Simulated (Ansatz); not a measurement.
Geometry optimisation, Ansatz 0.2.0, RKS LDA/def2-SVP.

Input file:

```yaml
crystal:
  periodic: [false, false, false]
  atoms:
    - { symbol: C, position_ang: [-1.663, 0.8378, 1.3447] }
    - { symbol: Al, position_ang: [0.0855, 0.1264, 1.7214] }
    - { symbol: O, position_ang: [1.4761, 0.5449, 0.615] }
    - { symbol: Si, position_ang: [1.5935, -0.6225, -0.6311] }
    - { symbol: C, position_ang: [0.2407, -0.2194, -1.9408] }
    - { symbol: H, position_ang: [-1.6513, 1.5504, 0.4359] }
    - { symbol: H, position_ang: [-2.0331, 1.4798, 2.2058] }
    - { symbol: H, position_ang: [-2.3849, 0.0714, 1.1335] }
    - { symbol: H, position_ang: [0.2971, -0.8447, 2.9992] }
    - { symbol: H, position_ang: [2.28102, 1.07095, 0.37946] }
    - { symbol: H, position_ang: [1.2797, -1.9921, -0.0865] }
    - { symbol: H, position_ang: [-0.7572, -0.2695, -1.4643] }
    - { symbol: H, position_ang: [0.3659, 0.8445, -2.3106] }
    - { symbol: H, position_ang: [0.2932, -0.917, -2.7487] }
basis:
  gaussian: { orbitals: def2-SVP }
hamiltonian:
  xc: lda
relax:
  f_tol: 0.02
  max_steps: 50
output:
  orbitals: {}
```

Launched with:

```bash
$ ansatz run input.yaml --threads 2 --pin off --max-ram 3072MiB --backend cpu --events-out ev --progress --plain --runs-dir out
```

**Question.** Where does it end, and by what steps?

**Answer.** The forces met the threshold. The force dipped under the threshold on the way, but the program's further checks kept it going. After 19 steps the energy has fallen by 1.885 eV; H11 moved furthest, 1.02 Å. Joined: Al2–H11.

```
step  energy less start (eV)  largest force component (eV/Å)  accepted
   0                  0.0000                           3.809       yes
   1                 -0.8108                           2.048       yes
   2                 -1.2379                           0.624       yes
   3                 -1.5086                           0.411       yes
   4                 -1.6941                           0.428       yes
   5                 -1.7690                           0.350       yes
   6                 -1.8223                           0.377       yes
   7                 -1.8401                           0.707       yes
   8                 -1.8696                           0.313       yes
   9                 -1.8776                           0.136       yes
  10                 -1.8814                           0.032       yes
  11                 -1.8826                           0.045       yes
  12                 -1.8833                           0.050       yes
  13                 -1.8838                           0.044       yes
  14                 -1.8843                           0.065       yes
  15                 -1.8846                           0.052       yes
  16                 -1.8849                           0.040       yes
  17                 -1.8851                           0.018       yes
  18                 -1.8851                           0.006       yes
  19                 -1.8852                           0.010       yes
```

```xyz
14
Properties=species:S:1:pos:R:3
C -1.652 0.566 1.215
Al 0.128 -0.156 1.458
O 1.466 0.728 0.514
Si 1.616 -0.697 -0.719
C 0.286 -0.025 -1.900
H -1.896 0.771 0.150
H -1.769 1.521 1.775
H -2.418 -0.138 1.609
H 0.765 -0.671 2.835
H 2.310 0.905 0.972
H 0.501 -1.448 0.291
H -0.554 0.532 -1.430
H 0.779 0.649 -2.635
H -0.140 -0.874 -2.481
```

Whether the end is a true minimum wasn't checked by a vibrational analysis.

Run time: 42 s on 2 threads of Arm Neoverse V1 (shared host), peak memory 0.16 GiB.
